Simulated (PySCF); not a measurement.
C₆ coefficients of unlike pairs at r2SCAN0

Calculated with PySCF 2.14 from the dipole response of each species, C₆(A,B) = (3/π) ∫ α_A(iu) α_B(iu) du, in atomic units, from isotropic polarisabilities. For ions this is the dispersion term alone; charge-induced terms of lower order in 1/R come first.

```tsv
species	configuration	basis	relativity	α (bohr³)	C₆ (like pair)
Te²⁺	[Kr] 4d10 5s2 5p2 (3P)	aug-cc-pVTZ-PP with ECP28MDF (6s5p4d2f)	core potential	14.95	97.43
Bi²⁺	[Xe] 4f14 5d10 6s2 6p1 (2P)	aug-cc-pV5Z-PP with ECP60MDF (8s8p6d4f3g2h)	core potential	16.21	121.9
Ni²⁺	[Ar] 3d8 (3F)	aug-cc-pVTZ-DK (8s7p5d3f2g)	spin-free X2C	3.074	8.674
```

Question: Estimate C₆ for Bi²⁺ with Te²⁺.

Answer: The integral gives 108.5. The combination rule 2 C_A C_B / (C_A α_B/α_A + C_B α_A/α_B) gives 108.9 and the geometric mean 109.0.

No spin-orbit coupling is included.

The other pairs:

```json
{"pair": "Ni²⁺, Te²⁺", "C₆": "26.82"}
{"pair": "Ni²⁺, Bi²⁺", "C₆": "31.04"}
```
